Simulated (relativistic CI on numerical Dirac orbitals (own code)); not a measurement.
# Sc2+ in a cubic cluster: 3s photoemission with charge transfer

Computed with a charge-transfer multiplet model of a cubic metal-ligand cluster with up to 2 ligand holes, Slater and spin-orbit integrals from Dirac-Coulomb-Breit ions, Slater integrals scaled by 0.7. The ground state mixes d1 with configurations of k ligand holes L, whose averages lie at kΔ + k(k − 1)U_dd/2; a core hole lowers each added d electron by U_cd. 300 K, Lorentzian 1.4 eV and Gaussian 0.8 eV FWHM.

Atomic integrals in eV (Slater integrals scaled, ζ unscaled), ground: F2dd 4.121, F4dd 2.525, zeta_d 0.008; with the core hole: F2dd 4.121, F4dd 2.525, zeta_d 0.013, G2cd 6.457. Where a configuration has fewer than two d electrons, the dd integrals are those of d2.

Cluster parameters (eV): U_dd = 3.6, U_cd = 4, 10Dq = 0.65, 10Dq(ligand) = 0.4, V(eg) = 2.15, V(t2g) = -0.94, final-state hopping factor = 0.9.

| Case | n_d | d1 | d2L | d3L2 | S |
| --- | --- | --- | --- | --- | --- |
| Δ = 3.3 eV | 1.58 | 0.50 | 0.43 | 0.08 | 0.50 |
| Δ = 6.3 eV | 1.34 | 0.69 | 0.28 | 0.03 | 0.50 |
| Δ = 7.3 eV | 1.29 | 0.73 | 0.24 | 0.02 | 0.50 |
| Δ = 8.3 eV | 1.24 | 0.77 | 0.21 | 0.02 | 0.50 |
| Δ = 9.3 eV | 1.21 | 0.81 | 0.18 | 0.01 | 0.50 |

Weights, n_d and S are thermal averages at 300 K. Binding energies count from the first peak over 30 % of the highest in each spectrum, which can be another peak from case to case. The parameters are a model scan and need not match a compound or its usual spin state. Peaks in eV (height, largest 100):
- Δ = 3.3 eV: 0.0 (100), 2.4 (42), 10.1 (5)
- Δ = 6.3 eV: 0.0 (100), 2.5 (41), 7.0 (9)
- Δ = 7.3 eV: 0.0 (100), 2.5 (41), 6.1 (7)
- Δ = 8.3 eV: 0.0 (100), 2.5 (41), 6.6 (6)
- Δ = 9.3 eV: 0.0 (100), 2.4 (41)

For the case Δ = 6.3 eV, Δ = 6.3 eV is larger than U_dd = 3.6 eV, the Mott-Hubbard side of the Zaanen-Sawatzky-Allen scheme. With the core hole the configuration with one ligand hole lies at Δ − U_cd = -0.7, 2.3, 3.3, 4.3, 5.3 eV from the one without, in the order of the table; where this is negative the screened configuration lies lower, though the effective hopping of about 4.2 eV (from the holes of the mixed ground state) mixes the two strongly wherever it is as large as the gap.

Without intra-shell correlation the exchange splitting of the 3s hole comes out too large.
